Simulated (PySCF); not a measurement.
Compound: C₄H₈Si.
Numbering: `[SiH3:1][CH2:2][C:3]1=[CH:4][CH2:5]1` (hydrogens: H6, H7, H8 on Si1; H9, H10 on C2; H11 on C4; H12, H13 on C5)

A linear-response calculation (PySCF, def2-SVPD basis, gas phase, vertical, core orbitals frozen in the response) gave these numbers; the functional is withheld.

Orbital energies (eV): HOMO-3 -11.04, HOMO-2 -10.64, HOMO-1 -9.65, HOMO -8.02, LUMO 1.08, LUMO+1 1.27, LUMO+2 1.68.

```tsv
state	E (eV)	f	main configurations (H = HOMO, L = LUMO)
S1	6.17	0.198	H→L (49%), H→L+1 (30%), H→L+2 (16%)
S2	6.41	0.014	H→L+1 (57%), H→L (31%)
S3	6.72	0.0009	H-1→L+1 (44%), H-1→L (30%), H-1→L+2 (17%)
S4	7.16	0.0061	H→L+3 (63%), H→L+4 (12%), H→L+2 (11%)
S5	7.21	0.0094	H→L+4 (62%), H→L+3 (19%), H→L+5 (12%)
S6	7.34	0.019	H→L+2 (60%), H→L (9%)
```

Triplets, Tamm–Dancoff:

```tsv
state	E (eV)	λ (nm)	main configurations (H = HOMO, L = LUMO)
T1	4.07	304.7	H→L+1 (42%), H→L (27%), H→L+2 (17%)
T2	6.25	198.2	H→L (44%), H→L+1 (35%)
T3	6.33	195.8	H-1→L+1 (42%), H-1→L (28%), H-1→L+2 (17%)
T4	7.01	176.8	H→L+4 (60%), H→L+3 (13%), H→L+5 (12%)
```

Vertical ionisation energy by ΔSCF with the same functional: 8.85 eV. Mean static polarisability: 74.5 au.

Question: Name the functional.
A. PBE0
B. PBE
C. CAM-B3LYP
D. HF

Answer: C. CAM-B3LYP is range-separated, 19% exact exchange at short range and 65% at long range (ω = 0.33 bohr⁻¹). In this run −ε(HOMO) = 8.02 eV differs from the ΔSCF value by -0.83 eV, and S1 differs from the orbital gap of 9.09 eV by -2.92 eV. The ratio −ε(HOMO)/IP is 0.91. Small neutral molecules mostly give 0.85 to 0.93 with CAM-B3LYP, 0.5 to 0.7 with PBE, 0.7 to 0.83 with PBE0; with Hartree–Fock the ratio is 1 or more (Koopmans' value less the relaxation energy is the ΔSCF value). The other options: PBE, a GGA without exact exchange; HF, time-dependent Hartree–Fock, 100% exact exchange; PBE0, a global hybrid with 25% exact exchange.

Computed with TDDFT CAM-B3LYP/def2-SVPD, vertical, gas phase, core orbitals frozen in the response (PySCF 2.14.0, density-fitted response routines). The structure is a single PBE0-D3(BJ)/def2-SVP conformer in the gas phase; no vibrational or solvent corrections.

Conformer computed: `[SiH3:1][CH2:2][C:3]1=[CH:4][CH2:5]1`: Si1–C2–C3–C4 -101°.
